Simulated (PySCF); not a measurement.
C₃H₅, doublet (typed; the unrestricted solution is spin-contaminated), at a GFN2-xTB geometry; MP2/cc-pVDZ in PySCF.

Input for PySCF:
```python
from pyscf import gto, scf, mp

mol = gto.M(
    atom='''
C     1.21930413   -0.01255927   -0.15192021
C    -0.05035630    0.42088717    0.13622292
H     1.39641854   -1.02027681   -0.48494024
H     2.07179450    0.63423331   -0.05547914
H    -0.17289208    1.44506354    0.46770440
C    -1.17491144   -0.35848292    0.03182994
H    -2.15056839    0.02417330    0.26857681
H    -1.10897088   -1.38226320   -0.29265777
''',
    basis='cc-pvdz',
    spin=1,
    verbose=4,
)

mf = scf.UHF(mol)
mf.kernel()

pt = mp.MP2(mf, frozen=3)
pt.kernel()
print('E(MP2) = %.10f' % pt.e_tot)
```

What the program printed (banner, timings and long lists left out):

```
PySCF version 2.14.0

[INPUT] verbose = 4
[INPUT] num. atoms = 8
[INPUT] num. electrons = 23
[INPUT] charge = 0
[INPUT] spin (= nelec alpha-beta = 2S) = 1
[INPUT] symmetry False subgroup None
[INPUT] Mole.unit = angstrom
[INPUT] Symbol           X                Y                Z      unit          X                Y                Z       unit  Magmom
[INPUT]  1 C      1.219304130000  -0.012559270000  -0.151920210000 AA    2.304150868251  -0.023733580624  -0.287087589686 Bohr   0.0
[INPUT]  2 C     -0.050356300000   0.420887170000   0.136222920000 AA   -0.095159615646   0.795361480643   0.257424010689 Bohr   0.0
[INPUT]  3 H      1.396418540000  -1.020276810000  -0.484940240000 AA    2.638848595865  -1.928043742145  -0.916404240381 Bohr   0.0
[INPUT]  4 H      2.071794500000   0.634233310000  -0.055479140000 AA    3.915124191380   1.198527254976  -0.104840380226 Bohr   0.0
[INPUT]  5 H     -0.172892080000   1.445063540000   0.467704400000 AA   -0.326718680306   2.730774323194   0.883833223254 Bohr   0.0
[INPUT]  6 C     -1.174911440000  -0.358482920000   0.031829940000 AA   -2.220260842218  -0.677434539134   0.060149869161 Bohr   0.0
[INPUT]  7 H     -2.150568390000   0.024173300000   0.268576810000 AA   -4.063985269247   0.045680916527   0.507536614309 Bohr   0.0
[INPUT]  8 H     -1.108970880000  -1.382263200000  -0.292657770000 AA   -2.095651243318  -2.612098880065  -0.553043033526 Bohr   0.0

nuclear repulsion = 65.4960231914381
number of shells = 30
number of NR pGTOs = 113
number of NR cGTOs = 67
basis = cc-pvdz
ecp = {}

******** <class 'pyscf.scf.uhf.UHF'> ********
method = UHF
initial guess = minao
damping factor = 0
level_shift factor = 0
DIIS = <class 'pyscf.scf.diis.CDIIS'>
diis_start_cycle = 1
diis_space = 8
diis_damp = 0
SCF conv_tol = 1e-09
SCF conv_tol_grad = None
SCF max_cycles = 50
direct_scf = True
direct_scf_tol = 1e-13
number electrons alpha = 12  beta = 11
Set gradient conv threshold to 3.16228e-05
init E= -116.877091912871

cycle= 1 E= -116.424558876727  delta_E= 0.453  |g|= 0.211  |ddm|= 1.75
cycle= 2 E= -116.464483342487  delta_E= -0.0399  |g|= 0.0735  |ddm|= 0.241
cycle= 3 E= -116.472997312218  delta_E= -0.00851  |g|= 0.0369  |ddm|= 0.116
cycle= 4 E= -116.475685437874  delta_E= -0.00269  |g|= 0.025  |ddm|= 0.0567
cycle= 5 E= -116.477977610382  delta_E= -0.00229  |g|= 0.00762  |ddm|= 0.0912
cycle= 6 E= -116.478134014891  delta_E= -0.000156  |g|= 0.00254  |ddm|= 0.027
cycle= 7 E= -116.478141848667  delta_E= -7.83e-06  |g|= 0.00117  |ddm|= 0.00398
cycle= 8 E= -116.478144214504  delta_E= -2.37e-06  |g|= 0.000489  |ddm|= 0.00239
cycle= 9 E= -116.478144712682  delta_E= -4.98e-07  |g|= 0.000112  |ddm|= 0.00141
cycle= 10 E= -116.478144735396  delta_E= -2.27e-08  |g|= 3.65e-05  |ddm|= 0.000291
cycle= 11 E= -116.478144737672  delta_E= -2.28e-09  |g|= 9.11e-06  |ddm|= 0.000104
cycle= 12 E= -116.478144737796  delta_E= -1.24e-10  |g|= 1.92e-06  |ddm|= 2.61e-05
Extra cycle  E= -116.4781447378  delta_E= -3.84e-12  |g|= 9.54e-07  |ddm|= 3.05e-06
converged SCF energy = -116.4781447378  <S^2> = 0.94449111  2S+1 = 2.1858555

******** <class 'pyscf.mp.ump2.UMP2'> ********
nocc = (np.int64(9), np.int64(8)), nmo = (64, 64)
frozen orbitals 3
E(UMP2) = -116.847498655633  E_corr = -0.369353917833276
E(SCS-UMP2) = -116.846179914108  E_corr = -0.368035176308149
E_corr(same-spin) = -0.0867571443366729
E_corr(oppo-spin) = -0.282596773496604
E(MP2) = -116.8474986556
```
